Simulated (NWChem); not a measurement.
AlHOBrF; SMILES [OH][Al]([F])[Br]

```xyz
5

Al     0.0079    -0.9411     0.0000
F     -1.4258    -1.7711     0.0000
Br    -0.0209     1.2828     0.0000
O      1.4824    -1.7527     0.0000
H      1.6008    -2.7040     0.0000
```
Atoms are numbered in this order, from 1.

Results from NWChem. Coordinates come from a PBE0/def2-SVP optimisation. Ions are spin-unrestricted doublets at the neutral geometry; other ion states weren't tried.

### Question
What does the run give for B3LYP/def2-SVP? Quantities: −ε(HOMO) (eV).

### Answer
−ε(HOMO) (eV): 8.39
